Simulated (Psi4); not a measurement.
Noncovalent pair: N2 (SMILES N#N) (first 2 atoms) with HBr (SMILES Br); geometry from B3LYP-D3(BJ)/def2-TZVP, rigid monomers moved along the line of their centres of mass till N1···H4 is 3.39 Å.
(charge 0, multiplicity 1):
```xyz
4

N      0.1023    -0.3345     0.1544
N      0.1042    -0.3385    -0.9360
Br     0.0880    -0.2941     4.9728
H      0.0936    -0.3110     3.5472
```

The numbers are results of SAPT0/aug-cc-pVDZ run with Psi4 1.11, not measurements.

### Question
Which attractive term is largest, and how does the interaction split up?

### Answer
electrostatics -0.29, exchange 0.06, induction -0.04, dispersion -0.26, total -0.53 kcal/mol; the largest attraction is electrostatics.
